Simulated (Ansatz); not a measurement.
A search over several starts for the lowest SCF solution of Ti2Te3 at the given spin, in a small basis.

```yaml
crystal:
  periodic: [false, false, false]
  atoms:
    - {symbol: Ti, position_ang: [-1.104401, 0.397969, -0.212466]}
    - {symbol: Ti, position_ang: [1.104385, -0.398031, 0.212442]}
    - {symbol: Te, position_ang: [0.893163, 1.923437, -1.039791]}
    - {symbol: Te, position_ang: [-0.442754, 0.009775, 2.320014]}
    - {symbol: Te, position_ang: [-0.450393, -1.933150, -1.280200]}
basis:
  gaussian: {orbitals: def2-SVP}
magnetization: {spin_polarized: true, initial_magnetization: 0}
hamiltonian: {xc: pbe0, dispersion: d4}
output: {orbitals: {seedname: orbitals}}
```

```sh
$ ansatz run in.yaml --threads 4 --pin off --events-out ev --progress --plain --max-ram 4787MiB
```

Shortened log:

```
Functional definition: PBE0
1699 factors; integrals over basis functions are off by at most 6.5e-4 eV
mean field evaluation 1: about -68093.9384 eV, gradient 2.9e1 eV
mean field evaluation 2: about -68050.5711 eV, gradient 8.1e1 eV
mean field evaluation 4: about -68098.0667 eV, gradient 5.6e0 eV
mean field evaluation 8: about -68098.3720 eV, gradient 9.1e-1 eV
mean field evaluation 16: about -68098.3762 eV, gradient 1.4e-4 eV
mean field evaluation 32: about -68098.4915 eV, gradient 2.7e-5 eV
mean field -68098.49147951 eV, -2502.5734030566 hartree, gradient 2.7e-5 eV, S^2 0.463059; 7 other end points of the search recorded, 0 dependent functions left out
reference -68098.49152449 eV, -2502.5734047096 hartree; 58, 58 occupied and 82, 82 virtual orbitals, 1699 factors
Total energy: -68098.84452802 eV, -2502.5863773501 hartree
```

It took 34 s on 4 threads of Arm Neoverse V2 on a shared host, peak host memory 0.93 GiB.

Other converged states that the search met: 0.12 eV higher (⟨S²⟩ = 0.00).

In the def2 sets Te takes a core potential; there is no spin–orbit coupling. The unrestricted singlet has broken spin symmetry (⟨S²⟩ up to 0.46). The structure comes from a short search, and lower isomers may exist.
